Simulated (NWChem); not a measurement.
# Dipole moment of silene (CH$_{4}$Si)

```
Si
C 1 1.7076
H 2 1.0937 1 122.09
H 2 1.0937 3 115.83 1 180.00
H 1 1.4855 2 122.73 3 180.00
H 1 1.4855 5 114.54 2 180.00
```
Charge 0, spin multiplicity 1.

The numbers come from NWChem runs, not from measurements. All single points use one geometry, from PBE0/def2-SVP, a minimum by its harmonic frequencies.

Basis set: 6-31G*. The CCSD dipole comes from the Λ equations, without orbital relaxation.

The correlated methods keep 6 core orbitals frozen. B3LYP has NWChem's definition, with VWN1-RPA local correlation. The Pople sets run with spherical d functions. Coupled-cluster values serve here as a point of comparison, not as the truth.

```
method       dipole moment (D)
-----------  -----------------
HF                        0.69
LDA (SVWN5)               0.23
PBE                       0.22
B3LYP                      [?]
CCSD                       [?]
```

Fill in the missing entries.


- B3LYP, dipole moment (D): 0.34
- CCSD, dipole moment (D): 0.28
